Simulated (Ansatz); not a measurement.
Molecule: CH₅AlO (charge 0, singlet). 
Coordinates optimised at B3LYP-D3(BJ)/def2-TZVP (Ansatz, a quantum-chemistry and plane-wave program):
```
O
C 1 1.4073
H 2 1.0935 1 109.88
H 2 1.0935 3 108.06 1 -119.88
H 2 1.0962 3 108.27 4 -117.05
Al 1 1.6892 2 134.97 3 120.61
H 6 1.5710 1 116.27 2 180.00
H 6 1.5795 7 124.86 1 -180.00
```
Charge 0, spin multiplicity 1.

Property: atomisation energy (electronic, to ground-state atoms), in kcal/mol. Valence correlation only, unless marked. Open shells are spin-unrestricted. Spin-orbit coupling is left out. Non-relativistic. The coupled-cluster limit lacks core correlation, which all-electron functionals hold. CBS marks a two-point X^-3 extrapolation of the correlation energy; Hartree-Fock from the larger set (for Q and 5 zeta extrapolated as (X+1)exp(-9√X)). [CCSD(T)-MP2]/basis is that difference in the basis named.

```
level                                                                             program  atomisation energy (kcal/mol)
-------------------------------------------------------------------------  --------------  -----------------------------
HF/6-31G                                                                           Ansatz                          432.2
HF/aug-cc-pV(Q+d)Z                                                                 Ansatz                          480.1
HF/cc-pV(5+d)Z                                                                     Ansatz                          480.3
SVWN5/def2-TZVPD                                                                   Ansatz                          725.8
BLYP-D4/def2-TZVPD                                                         Ansatz + dftd4                          642.7
r2SCAN-D3(BJ)/def2-TZVPD                                                   Ansatz + dftd3                          645.5
B3LYP-D3(BJ)/def2-TZVPD                                                    Ansatz + dftd3                          645.3
wB97X-V/def2-TZVPD                                                                 Ansatz                          647.0
MP2/cc-pV(5+d)Z                                                                    Ansatz                          651.7
RI-MP2/CBS(cc-pV(T+d)Z,cc-pV(Q+d)Z)                                                Ansatz                          654.7
SCS-MP2/6-31G*                                                                     Ansatz                          583.3
RI-MP2/CBS(aug-cc-pV(T+d)Z,aug-cc-pV(Q+d)Z)+[CCSD(T)-MP2]/aug-cc-pV(D+d)Z          Ansatz                          647.9
RI-MP2/CBS(cc-pV(T+d)Z,cc-pV(Q+d)Z)+[CCSD(T)-MP2]/cc-pV(T+d)Z                      Ansatz                          648.2
RI-MP2/CBS(cc-pV(T+d)Z,cc-pV(Q+d)Z)+[CCSD(T)-MP2]/cc-pV(Q+d)Z                      Ansatz                          647.7
CCSD(T)/CBS(cc-pV(Q+d)Z,cc-pV(5+d)Z)                                               Ansatz                          646.9
```
